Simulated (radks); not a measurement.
Species: neutral palladium. Configuration: [Kr] 4d6 5s2 5p2 (not the ground configuration). All-electron calculation, scalar-relativistic Kohn-Sham, LDA (Slater exchange, Perdew-Wang correlation), spin-polarised, spherical densities, finite nucleus; open shells are filled with parallel spins first (spin-orbit coupling, left out, can overturn this in heavy ions); Fermi nuclear charge, rms radius 4.5318 fm. Program: a radial shooting solver on a logarithmic mesh with Libxc functionals. Some entries of the table are withheld. Estimate them.

orbital,occ.,eigenvalue (eV),<r^2> (bohr^2)
1s up,1,-24153.99,0.001374
1s down,1,-24153.93,0.001374
2s up,1,-3545.303,0.02261
2s down,1,-3544.509,0.02261
2p up,3,-3182.800,0.01779
2p down,3,-3182.158,0.01779
3s up,1,-655.1442,0.1653
3s down,1,-654.5620,0.1651
3p up,3,-536.0436,0.1671
3p down,3,-535.4113,0.1669
3d up,5,-346.3726,0.1529
3d down,5,-345.5500,0.1526
4s up,1,-105.2401,0.9878
4s down,1,-102.0697,0.9851
4p up,3,-70.5227,1.184
4p down,3,-67.2810,1.184
4d up,5,-20.4341,2.012
4d down,1,-17.2769,2.069
5s up,1,(1),7.697
5s down,1,(2),8.293
5p up,2,-4.1927,13.18
5p down,0,-2.8197,15.78

Answer. 
(1) 5s up eigenvalue (eV): -10.2088
(2) 5s down eigenvalue (eV): -8.3387
